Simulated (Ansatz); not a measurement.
The same redistribution along the group Ti, Zr, Hf.

Computed with Ansatz on PBE0-D4/def2-TZVP structures; ΔE is electronic, products minus reactants. CCSD(T)/CBS is the MP2 limit (def2-TZVPP, def2-QZVPP) plus CCSD(T) − MP2 in def2-TZVPP, frozen cores. Functionals use def2-TZVPP. B3LYP here is the variant with VWN-RPA as its local correlation; programs differ in this. def2 core potentials past Kr. For Br, Ga, Hf, Ti, Zr outer-core shells are correlated without core-valence functions, which leaves a few kJ/mol of doubt a bond. Scalar relativity is left out up to krypton. One conformer a species, not always the lowest.

| reaction | PBE0-D4 (kJ/mol) | B3LYP-D4 (kJ/mol) | HF/CBS(def2) (kJ/mol) | PBE-D4 (kJ/mol) | CCSD(T)/CBS(def2) (kJ/mol) |
| --- | --- | --- | --- | --- | --- |
| `[SH][Ti]([Cl])([Cl])[Cl]` + `[OH][Ga]([OH])[Br]` → `[Cl][Ti]([Cl])([Cl])[Br]` + `[OH][Ga]([OH])[SH]` | -18 | -18 | -14 | -20 | -21 |
| `[SH][Zr]([Cl])([Cl])[Cl]` + `[OH][Ga]([OH])[Br]` → `[Cl][Zr]([Cl])([Cl])[Br]` + `[OH][Ga]([OH])[SH]` | -29 | -30 | -30 | -29 | -33 |
| `[SH][Hf]([Cl])([Cl])[Cl]` + `[OH][Ga]([OH])[Br]` → `[Cl][Hf]([Cl])([Cl])[Br]` + `[OH][Ga]([OH])[SH]` | -29 | -30 | -30 | -29 | -33 |

Largest T1 diagnostic: 0.026, for `[SH][Ti]([Cl])([Cl])[Cl]`, so its coupled-cluster energy is less sure.
